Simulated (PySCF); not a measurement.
## Unknown compound

The spectra below were simulated for a compound C6H7NOSi.

1H NMR (400 MHz, computed): δ 9.55 (s, 1H), 5.11 (s, 2H), 2.81 (s, 3H), -0.04 (br s, 1H).

13C{1H} NMR (computed): δ 181.0 (CH), 105.3 (C), 94.6 (C), 89.7 (C), 75.5 (C), 31.7 (CH3).

How the numbers were obtained: GIAO PBE0/pcSseg-1 shieldings, GFN2-xTB structure, in PySCF 2.14.0 with density-fitted response routines (no solvent model, equivalent nuclei averaged, no relativistic terms, a single conformation).

Shifts are taken against calculated references (same method and geometry level): 1H, 13C vs TMS.

Q: Which of these isomers gave the spectra?
A. C[SiH2]c1ccc(C#N)o1
B. CC#C[C@@]([SiH3])(C#N)C=O
C. CN[SiH2]C#CC#CC=O
D. C#CC#C[SiH2]N(C)C=O

A: C. 

- Rings plus π bonds: 5 (no ring in the answer).
- 6 carbon signals for 6 carbons: no two carbons are equivalent.
- Carbon types of the structure: 4 × C, 1 × CH, 1 × CH3, leaving 3 H on heteroatoms.
- δC 181.0: aldehyde carbonyl carbon; low-lying n→π* states of the double bond to the heteroatom give a large paramagnetic term (-245 ppm).
- δC 105.3, 94.6, 89.7, 75.5: alkyne carbon.
- δH 9.55: hydrogen on an aldehyde carbonyl carbon; the C=O anisotropy and electron withdrawal place aldehyde protons far downfield.
- δH 2.81: hydrogen on a methyl carbon bonded to N; its carbon carries N, an electronegative neighbour.
- δH -0.04: hydrogen on a nitrogen bonded to C, Si; exchangeable; this is the value without hydrogen bonding to other molecules.

The others: C[SiH2]c1ccc(C#N)o1 would give 4 signals for carbon-bound and other non-exchanging H, not 3; CC#C[C@@]([SiH3])(C#N)C=O has carbons computed at 201.3, 119.0, 93.8, 76.2, 31.9, 4.8; C#CC#C[SiH2]N(C)C=O would give 4 signals for carbon-bound and other non-exchanging H, not 3.

OH/NH shifts are gas-phase values; hydrogen bonding in solution moves them, usually downfield. Shifts are as computed. Against solution values, carbons near 30 ppm lie about +3 ppm off and those near 130 ppm about +5 ppm. Of 1309 compounds with measured shifts, 239 miss one by over three times the rms of a fit or turn the order of signals round; such compounds aren't used in these exercises. No couplings were computed; multiplicities are counted from neighbouring protons, with m where these are inequivalent, close in shift, in a saturated or five-membered ring or joined by F or P, and br s for small geminal =CH2 splittings.
